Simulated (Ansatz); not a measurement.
Two isomers of CH7AsOSi: A = `OC[SiH2][AsH2]`, B = `C[SiH2][AsH]O`.

Computed with Ansatz on PBE0-D4/def2-TZVP structures; ΔE is electronic, products minus reactants. CBS: MP2 limit from def2 TZ/QZ plus the TZ coupled-cluster correction, frozen cores. DFT in def2-TZVPP. B3LYP here is the variant with VWN-RPA as its local correlation; programs differ in this. For As outer-core shells are correlated without core-valence functions, which leaves a few kJ/mol of doubt a bond. Scalar relativity is left out up to krypton. One conformer a species, not always the lowest.

(1) Which isomer does CCSD(T)/CBS put lower? Give the gap. (Best estimate.)

(2) Give E(B) − E(A) in kJ/mol with PBE-D4, HF/def2-TZVPP, B3LYP-D4, MP2/def2-TZVPP, CCSD(T)/def2-TZVPP, CCSD/def2-TZVPP, r2SCAN-D4. (Best estimate.)

Largest T1 diagnostic: 0.012.

Answers

(1) The calculation gave: B, by 73.7 kJ/mol.

(2) Ansatz gave: PBE-D4 -73.4, HF/def2-TZVPP -70.5, B3LYP-D4 -76.0, MP2/def2-TZVPP -78.5, CCSD(T)/def2-TZVPP -73.0, CCSD/def2-TZVPP -71.9, r2SCAN-D4 -76.0. None reverses the order clearly.

From PBE to PBE0 (25 % exact exchange), in def2-TZVPP and without D4, E(B) − E(A) moves by +3.1 kJ/mol.
